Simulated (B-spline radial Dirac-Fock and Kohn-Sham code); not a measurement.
# Compton profile of Ta³⁵⁺

System: the Ta³⁵⁺ ion in the configuration [Kr] 4d2.

The run's input, task.json:

```json
{"items": [{
  "Z": 73,
  "q": 35,
  "cfg": [[1, 0, 2], [2, 0, 2], [2, 1, 6], [3, 0, 2], [3, 1, 6], [3, 2, 10], [4, 0, 2], [4, 1, 6], [4, 2, 2]],
  "A": 181,
  "rrms": 5.3507,
  "do": ["scatter"],
  "s": [0.0, 0.05, 0.1, 0.15, 0.2, 0.25, 0.3, 0.35, 0.4, 0.45, 0.5, 0.6, 0.7, 0.8, 0.9, 1.0, 1.1, 1.2, 1.4, 1.6, 1.8, 2.0, 2.5, 3.0, 3.5, 4.0, 5.0, 6.0],
  "pz": [0, 0.1, 0.14, 0.21, 0.3, 0.43, 0.62, 0.89, 1.3, 1.8, 2.6, 3.8, 5.5, 7.9, 11.0, 16.0, 23.0, 34.0, 49.0, 70.0, 100.0],
  "hv_scatter": [1000, 5000, 8047.8, 17479.3, 20000, 30000, 500000, 1000000]
}]}
```

Command: `python xray_run.py task.json out`

Model: the impulse approximation on Dirac-Fock densities. Program: an atomic code on a B-spline grid. pz is in atomic units of momentum; subshell profiles are per electron, for a selection of subshells; open shells are spread over both j values by their weights.

```csv
pz,J total,J 2s1/2,J 3p1/2,J 3d3/2,J 4d5/2
0,1.977,0.0367,0.0468,0.0324,0.0709
0.43,1.970,0.0366,0.0468,0.0324,0.0709
0.62,1.963,0.0366,0.0468,0.0324,0.0709
0.89,1.947,0.0365,0.0468,0.0324,0.0709
1.3,1.912,0.0363,0.0468,0.0324,0.0708
1.8,1.852,0.0360,0.0467,0.0324,0.0707
2.6,1.719,0.0353,0.0464,0.0324,0.0698
3.8,1.466,0.0339,0.0451,0.0323,0.0642
5.5,1.119,0.0310,0.0408,0.0319,0.0451
7.9,0.8108,0.0261,0.0303,0.0297,0.0163
11,0.5707,0.0191,0.0157,0.0239,0.00431
16,0.3084,0.00975,0.00375,0.0126,0.00350
23,0.1440,0.00300,0.00178,0.00382,0.00140
34,0.05525,0.000939,0.00130,0.000537,0.000196
49,0.02006,0.000852,0.000430,5.05e-05,1.66e-05
70,0.006947,0.000479,8.66e-05,3.59e-06,1.01e-06
100,0.002149,0.000163,1.36e-05,< 1e-6,< 1e-6
```

J(0) = 1.977. The 4p3/2 subshell gives the largest part, 19 %.

Mean momentum ⟨p⟩ by subshell (a.u.): 1s1/2 75.5, 2s1/2 27.0, 2p1/2 35.6, 2p3/2 31.6, 3s1/2 13.8, 3p1/2 16.5, 3p3/2 15.3, 3d3/2 18.3, 3d5/2 17.9, 4s1/2 8.17, 4p1/2 9.15, 4p3/2 8.74, 4d3/2 9.88, 4d5/2 9.74.

Values without a named source are computed, but for edge energies of neutral atoms, which are taken from tables.
